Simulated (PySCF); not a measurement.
**How methods differ on the ionisation energy of Zn**

Zn [Ar] 3d10 4s2 (1S) → Zn⁺ [Ar] 3d10 4s1 (2S), as a difference of total energies. Calculation: PySCF 2.14, in x2c-TZVPPall with one added diffuse shell each of s, p, d, f type (7s6p5d3f1g, 80 functions); the spin-free X2C one-electron Hamiltonian (Gaussian nucleus). Correlated levels: valence: [Ar] frozen. The calculations carry no spin-orbit coupling.

```tsv
method	ionisation energy (eV)
UHF	7.789
MP2 (valence)	9.176
SCS-MP2 (valence)	9.192
CCSD (valence)	9.197
CCSD(T) (valence)	9.329
```

Errors of the correlated levels include the incompleteness of this basis and the frozen core.

Question: Which method comes closest to the reference value, and which is furthest?

Answer: The reference is 9.394 eV (measured; NIST Atomic Spectra Database, ionization energies). Closest: CCSD(T) (valence) (error -0.065 eV); furthest: UHF (error -1.605 eV).
